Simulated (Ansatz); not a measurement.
Gas-phase reaction in SMILES: [F][Ge]([F])([F])[I] [trifluoro(iodo)germane] → F atom + [F][Ge]([F])[I] (the F-Ge bond at the site shown breaks; other sites are not compared here)
Each molecule is optimised on its own at B3LYP-D3(BJ)/def2-TZVP (Ansatz, a quantum-chemistry and plane-wave program).

Wanted: bond dissociation energy (electronic energy difference), in kJ/mol. Cores are frozen in the correlated levels unless marked. UHF or UKS for open shells. No spin-orbit coupling. The frozen core is the preceding noble-gas configuration, with the filled d and f shells of earlier blocks. In def2 rows, elements after Kr have scalar-relativistic effective core potentials. STO-3G rows are all-electron and non-relativistic. Basis-set limits of correlation are two-point, X^-3; Hartree-Fock from the larger set.

```json
[
 {"level": "PBE0-D4/def2-TZVP", "program": "Ansatz + dftd4", "bond dissociation energy (kJ/mol)": "501.2"},
 {"level": "r2SCAN0/def2-TZVPD", "program": "Ansatz", "bond dissociation energy (kJ/mol)": "493.0"},
 {"level": "HSE06-D4/def2-TZVPD", "program": "Ansatz + dftd4", "bond dissociation energy (kJ/mol)": "(withheld)"},
 {"level": "B2PLYP-D4/def2-TZVPD", "program": "Ansatz + dftd4", "bond dissociation energy (kJ/mol)": "(withheld)"},
 {"level": "CCSD/STO-3G", "program": "Ansatz", "bond dissociation energy (kJ/mol)": "332.3"},
 {"level": "CCSD(T)/CBS(def2-TZVPP,def2-QZVPP)", "program": "Ansatz", "bond dissociation energy (kJ/mol)": "(withheld)"}
]
```

### Question
Complete the blanks.

### Answer

- HSE06-D4/def2-TZVPD, bond dissociation energy (kJ/mol): 499.7
- B2PLYP-D4/def2-TZVPD, bond dissociation energy (kJ/mol): 512.9
- CCSD(T)/CBS(def2-TZVPP,def2-QZVPP), bond dissociation energy (kJ/mol): 542.4
